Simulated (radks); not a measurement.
The numbers below are computed, except where a source is named.
Coulomb parameter of the 5d shell of the tantalum ion Ta+ in the model configuration [Xe] 4f14 5d1 6s1 6p2, as a second difference U = [E(n + 1) + E(n - 1) - 2 E(n)] / (1)^2 with all orbitals relaxed. "Bare": the charge of the atom changes with n. "Screened": the 6p shell takes up the change at fixed total charge, which measures U(5d,5d) + U(6p,6p) - 2 U(5d,6p). Code: a radial shooting solver on a logarithmic mesh with Libxc functionals. Model: Dirac Kohn-Sham, BLYP, spin-unpolarised, spherical densities, finite nucleus; open shells are shared between the two j in proportion to 2j + 1; Fermi nuclear charge, rms radius 5.3507 fm.

| case | configuration | E - E(n) (eV) |
|---|---|---|
| start | [Xe] 4f14 5d1 6s1 6p2 | 0.000 |
| bare +1 | [Xe] 4f14 5d2 6s1 6p2 | -11.504 |
| bare -1 | [Xe] 4f14 6s1 6p2 | 21.228 |
| screened +1 | [Xe] 4f14 5d2 6s1 6p1 | -6.280 |
| screened -1 | [Xe] 4f14 6s1 6p3 | 8.159 |

U(bare) = 9.724 eV, U(screened by 6p) = 1.879 eV, against the Slater integral F0(5d,5d) = 12.916 eV with frozen orbitals.
